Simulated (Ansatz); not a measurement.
Li₂Si₂⁺: single points at one geometry.

```yaml
crystal:
  periodic: [false, false, false]
  atoms:
    - {symbol: Li, position_ang: [-0.928174, -0.682603, -2.690959]}
    - {symbol: Li, position_ang: [1.866450, 0.795820, 1.096943]}
    - {symbol: Si, position_ang: [-0.377373, -0.168739, -0.277939]}
    - {symbol: Si, position_ang: [-0.560903, 0.055521, 1.871955]}
basis:
  gaussian: {orbitals: def2-TZVP, initial_orbitals: start.molden}
total_charge: 1
magnetization: {spin_polarized: true, initial_magnetization: 1}
hamiltonian: {xc: {name: wB97M-V}}
scf: {omitted_lower_state_checks: [starts]}
output: {orbitals: {seedname: orbitals}}
```

The file start.molden holds the orbitals of an earlier run on this structure, at another level or in another basis.

```sh
$ ansatz run in.yaml --threads 4 --pin off --events-out ev --progress --plain --max-ram 3916MiB
```

Output, abridged:

```
Functional definition: wB97M-V
762 factors; their error is unknown
220 factors; integrals over basis functions are off by at most 4.9e-5 eV
mean field evaluation 1: about -16156.1493 eV, gradient 5.9e0 eV
mean field evaluation 2: about -16156.2184 eV, gradient 1.1e-1 eV
mean field evaluation 4: about -16156.2561 eV, gradient 3.4e-4 eV
mean field evaluation 8: about -16156.2561 eV, gradient 1.7e-5 eV
mean field -16156.25613562 eV, -593.7314618803 hartree, gradient 1.7e-5 eV, S^2 0.751937; 0 other end points of the search recorded, 0 dependent functions left out
reference -16156.25620132 eV, -593.7314642947 hartree; 17, 16 occupied and 85, 86 virtual orbitals, 762 factors
Total energy: -16156.25620132 eV, -593.7314642947 hartree
Checks for a lower state left out: starts
```

Run time 13 s (4 threads of Arm Neoverse V1 on a shared host).

As the first input, with `hamiltonian: {xc: lda}` (abridged; 0.6 s):

```
Functional definition: SPW92
mean field -16087.55009961 eV, -591.2065616277 hartree, gradient 7.2e-6 eV, S^2 0.751797
Total energy: -16087.55015345 eV, -591.2065636060 hartree
Checks for a lower state left out: starts
```

First input, but with `gaussian: {orbitals: def2-TZVPP, initial_orbitals: start.molden}`, `correlation: {method: ccsd_t}`, `scf: {omitted_lower_state_checks: [starts, cluster_reference]}` and without the key `hamiltonian` (abridged; 10 s):

```
Functional definition: HF
mean field -16124.16980961 eV, -592.5523111482 hartree, gradient 1.9e-6 eV, S^2 1.121580
10 core orbitals not correlated: weight in the atoms' cores, before any rotation towards them, 1.000 or more for the frozen orbitals, at most 0.000 for the correlated occupied ones
second order -6.65345242 eV of doubles, -0.00000000 eV of singles
cycle   1  -7.39497805 eV  change   -7.4e-1 eV  update   1.0e-1
cycle   2  -7.75926513 eV  change   -3.6e-1 eV  update   5.3e-2
cycle   3  -7.84954350 eV  change   -9.0e-2 eV  update   3.9e-2
cycle   4  -7.90183810 eV  change   -5.2e-2 eV  update   2.7e-2
cycle   5  -7.92181454 eV  change   -2.0e-2 eV  update   1.2e-2
cycle   6  -7.93205418 eV  change   -1.0e-2 eV  update   5.2e-3
cycle   7  -7.93389718 eV  change   -1.8e-3 eV  update   1.9e-3
cycle   8  -7.93372074 eV  change    1.8e-4 eV  update   9.0e-4
cycle   9  -7.93385054 eV  change   -1.3e-4 eV  update   4.9e-4
cycle  10  -7.93393315 eV  change   -8.3e-5 eV  update   2.5e-4
cycle  11  -7.93389330 eV  change    4.0e-5 eV  update   1.2e-4
cycle  12  -7.93397341 eV  change   -8.0e-5 eV  update   6.7e-5
cycle  13  -7.93397467 eV  change   -1.3e-6 eV  update   3.3e-5
cycle  14  -7.93397941 eV  change   -4.7e-6 eV  update   1.9e-5
cycle  15  -7.93396990 eV  change    9.5e-6 eV  update   1.0e-5
perturbative correction -0.43597384 eV, -0.0160217430 hartree
Total energy: -16132.53975334 eV, -592.8599009072 hartree
Checks for a lower state left out: starts, cluster_reference
```

As the first input, with `hamiltonian: {xc: pbe0, dispersion: d4}` (abridged; 1.1 s):

```
Functional definition: PBE0
mean field -16150.07799340 eV, -593.5044193415 hartree, gradient 9.3e-6 eV, S^2 0.755112
Total energy: -16150.16212780 eV, -593.5075112237 hartree
Checks for a lower state left out: starts
```

First input, but with `hamiltonian: {xc: pbe, dispersion: d4}`, `output: {forces: true, orbitals: {seedname: orbitals}}` (abridged; 1.5 s):

```
Functional definition: PBE
mean field -16148.56584674 eV, -593.4488489768 hartree, gradient 1.0e-5 eV, S^2 0.754320
Total energy: -16148.66457584 eV, -593.4524772043 hartree
Atom 0 force    -0.002169    -0.003766    -0.022423 eV/Å
Atom 1 force    -0.015842    -0.003626     0.014088 eV/Å
Atom 2 force     0.024646    -0.044881    -0.399090 eV/Å
Atom 3 force    -0.006635     0.052272     0.407426 eV/Å
Dipole moment:     0.875310     0.077633    -1.696082 e Å
Checks for a lower state left out: starts
```

First input, but with `hamiltonian: {xc: r2scan, dispersion: d4}` (abridged; 3.1 s):

```
Functional definition: r2SCAN
mean field -16156.00920360 eV, -593.7223872960 hartree, gradient 1.7e-5 eV, S^2 0.758479
Total energy: -16156.02820171 eV, -593.7230854637 hartree
Checks for a lower state left out: starts
```

Geometry: PBE0-D4/def2-TZVP.

Correlated methods freeze 10 core orbitals; core or outer-core shells of Li are correlated, in sets that lack core-valence functions. At CCSD(T)/def2-TZVPP T1 of the charge 1 doublet is large (up to 0.065), so the single-reference result is doubtful. At CCSD(T)/def2-TZVPP the charge 1 doublet is spin-contaminated (final ⟨S²⟩ up to 1.12, 0.75 for a pure state). Another isomer (doublet) lies 0.27 eV lower at PBE0-D4/def2-TZVP; other spin states weren't run for this one.
